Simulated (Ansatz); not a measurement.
Computed with Ansatz on PBE0-D4/def2-TZVP structures; ΔE is electronic, products minus reactants. CBS: MP2 limit from def2 TZ/QZ plus the TZ coupled-cluster correction, frozen cores. Functionals use def2-TZVPP. Open shells (•) are unrestricted, without spin–orbit coupling. Each species was taken in one conformer, which may not be the lowest.

Consider the isomerisation: `[CH2][SiH](C)O`• → `CO[SiH]C`•.

```tsv
level	ΔE (kcal/mol)
revPBE-D4	9.5
HF/def2-SVP	14.6
```

Problem. What does CCSD(T)/CBS give? (Estimate.)

Solution. Ansatz gave: +14.7 kcal/mol. The listed levels differ from it by -5.2, -0.1 kcal/mol.

Largest T1 diagnostic among the species: 0.013.

Leaving LDA and LC-ωPBE aside and taking each functional with its dispersion term where it has one, the values, not all of them listed here, spread over 5.6 kcal/mol, from PBE-D4 to r2SCAN0-D4. LDA lies −3.1 kcal/mol from PBE without D4. In def2-TZVPP, CCSD(T) changes the Hartree–Fock value by −3.9 kcal/mol (the triples alone add −0.9 kcal/mol) and MP2 by −4.7 kcal/mol.

CCSD(T)/CBS has its own doubt, a few kJ/mol and more with outer-core shells, so smaller differences from it don't rank the levels.
